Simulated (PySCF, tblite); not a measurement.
Isomers of C6H10ClN2P, one GFN2-xTB conformer each. Single-point energies are computed at PBE0/pcSseg-1 (PySCF, gas phase, no added dispersion term), electronic only.

```tsv
SMILES	GFN2-xTB relative energy (kcal/mol)
Cc1nn(C(C)C)c(Cl)p1	0.0
CC(C)(C)n1cpc(Cl)n1	1.6
```

Conformers: `[CH3:1][c:2]1[n:3][n:4]([CH:5]([CH3:6])[CH3:7])[c:8]([Cl:9])[p:10]1` with N3–N4–C5–C6 -75°.

**Question.** What does PBE0/pcSseg-1 give for the same structures?

**Answer.** 
```json
{"SMILES": "Cc1nn(C(C)C)c(Cl)p1", "PBE0/pcSseg-1 E (Eh)": "-1144.94361", "PBE0/pcSseg-1 (kcal/mol)": "0.0", "GFN2-xTB (kcal/mol)": "0.0", "point group": "C1"}
{"SMILES": "CC(C)(C)n1cpc(Cl)n1", "PBE0/pcSseg-1 E (Eh)": "-1144.93981", "PBE0/pcSseg-1 (kcal/mol)": "2.4", "GFN2-xTB (kcal/mol)": "1.6", "point group": "Cs"}
```

Both levels put the same isomer lowest. Neighbours under 2.5 kcal/mol apart (Cc1nn(C(C)C)c(Cl)p1 and CC(C)(C)n1cpc(Cl)n1) can change places with a better method, another conformer or zero-point energy.

**Question.** Which frontier levels, dipoles and rotational constants go with these structures?

**Answer.** 
```tsv
SMILES	HOMO (eV, PBE0/pcSseg-1)	LUMO (eV)	dipole (D)	A, B, C (MHz)
Cc1nn(C(C)C)c(Cl)p1	-6.74	-0.66	2.17	1164, 925.4, 577.9
CC(C)(C)n1cpc(Cl)n1	-6.90	-0.70	4.52	1821, 634.4, 524.9
```

**Question.** What happens when harmonic zero-point energies from GFN2-xTB frequencies are added?

**Answer.** 
```
             SMILES  ZPE (kcal/mol)  electronic (kcal/mol)  with ZPE (kcal/mol)
Cc1nn(C(C)C)c(Cl)p1            97.2                    0.0                  0.0
CC(C)(C)n1cpc(Cl)n1            97.5                    2.4                  2.7
```

The zero-point energies span 0.3 kcal/mol. The order is unchanged.
